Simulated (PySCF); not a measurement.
Geometries of 2 isomers of C2H9Ge2NO, from PBE0-D3(BJ)/def2-SVP geometry optimisation, gas phase in PySCF. One conformer each, no zero-point energy, no frequencies.

Question: Which isomer lies lower at this level?
A.
```xyz
15
angstrom
C      1.965   -0.620   -0.469
C      1.070    0.594   -0.440
O      1.508    1.723   -0.597
N     -0.273    0.408   -0.230
Ge    -1.089   -1.245    0.030
Ge    -1.158    2.075   -0.241
H      1.661   -1.314   -1.269
H      2.997   -0.297   -0.646
H      1.916   -1.168    0.485
H     -2.581   -0.957    0.228
H     -0.491   -1.928    1.274
H     -0.860   -2.135   -1.205
H     -1.018    2.741   -1.615
H     -2.632    1.688    0.008
H     -0.648    2.957    0.904
```
B.
```xyz
15
angstrom
O     -1.993    2.040    1.164
C     -2.103    0.842    1.327
N     -1.243   -0.080    0.844
C     -0.029    0.242    0.124
Ge     1.558   -0.026    1.277
Ge     0.020    2.046   -0.717
H     -2.948    0.388    1.895
H     -1.420   -1.049    1.081
H      0.069   -0.448   -0.730
H      1.486    0.944    2.468
H      2.854    0.204    0.478
H      1.536   -1.475    1.810
H      0.411    3.162    0.257
H      1.192    1.879   -1.723
H     -1.247    2.352   -1.528
```

Answer: A. That is `C(=O)(C)[N]([GeH3])[GeH3]`, 21.4 kcal/mol below the other.

| SMILES | atoms numbered as above | E (Eh) | relative (kcal/mol) | relative (kJ/mol) | dipole (D) |
| --- | --- | --- | --- | --- | --- |
| CC(=O)[N]([GeH3])[GeH3] | [CH3:1][C:2](=[O:3])[N:4]([GeH3:5])[GeH3:6] | -4364.20186 | 0.0 | 0.0 | 2.99 |
| O=CN[CH]([GeH3])[GeH3] | [O:1]=[CH:2][NH:3][CH:4]([GeH3:5])[GeH3:6] | -4364.16780 | 21.4 | 89.4 | 3.64 |

As drawn, the higher has an N–H bond, which the lower lacks.
